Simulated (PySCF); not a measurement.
Si(CCH)(H)3 (C2H4Si), SMILES [SiH3]C#C.

Geometry: TPSSh-D3(BJ)/def2-TZVP.

All values below come from PBE/def2-TZVPD (PySCF).

Symmetry labels are those of the subgroup Cs that the program uses (full group C3v).

**Question.** List the valence orbital energies around the gap with their symmetry. (An estimate is asked for; the answer gives what the named calculation found.)

**Answer.** 
```
orbital  symmetry  energy (eV)
-------  --------  -----------
HOMO−7         A'       -18.59
HOMO−6         A'       -14.44
HOMO−5         A'       -12.98
HOMO−4         A'        -9.84
HOMO−3         A"        -8.86
HOMO−2         A'        -8.86
HOMO−1         A"        -7.12
HOMO           A'        -7.12
LUMO           A"        -1.12
LUMO+1         A'        -1.12
LUMO+2         A'        -0.25
LUMO+3         A'        -0.07
```
